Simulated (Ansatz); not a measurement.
One change: `C[S][AlH][Cl]` becomes `C[S][AlH][O][InH2]`.

Ansatz, PBE0-D4/def2-TZVP geometries, multiplicity 1. Each molecule was computed in one conformer, which needn't be the lowest.

Elements past krypton have def2 core potentials.

```
                                          property  `C[S][AlH][Cl]`
  size of the dipole moment (B3LYP/def2-TZVPP) / D             2.48
           HOMO–LUMO gap (ωB97M-V/def2-TZVPP) / eV            10.11
              HOMO–LUMO gap (PBE0/def2-TZVPP) / eV             6.30
               LUMO energy (B3LYP/def2-TZVPP) / eV            -1.29
size of the dipole moment (ωB97M-V/def2-TZVPP) / D             2.44
               HOMO energy (B3LYP/def2-TZVPP) / eV            -7.17
```

**Question.** Give the same properties after the change, and the shifts. (Estimate.)

**Answer.** Ansatz gave: 
```tsv
property	`C[S][AlH][O][InH2]`	shift
size of the dipole moment (B3LYP/def2-TZVPP) / D	3.44	0.96
HOMO–LUMO gap (ωB97M-V/def2-TZVPP) / eV	8.61	-1.50
HOMO–LUMO gap (PBE0/def2-TZVPP) / eV	5.03	-1.27
LUMO energy (B3LYP/def2-TZVPP) / eV	-2.01	-0.72
size of the dipole moment (ωB97M-V/def2-TZVPP) / D	3.54	1.10
HOMO energy (B3LYP/def2-TZVPP) / eV	-6.51	0.66
```

With PBE0 the HOMO rises by 0.65 eV and the LUMO falls by 0.62 eV, so the gap narrows by about 1.27 eV. PBE moves the HOMO by 0.64 eV and ωB97M-V by 0.65 eV. The zero-point energy changes by 37.4 kJ/mol with +9 modes. Dipoles are sizes alone; their direction can turn.

B3LYP here is the variant with VWN-RPA as its local correlation; programs differ in this.
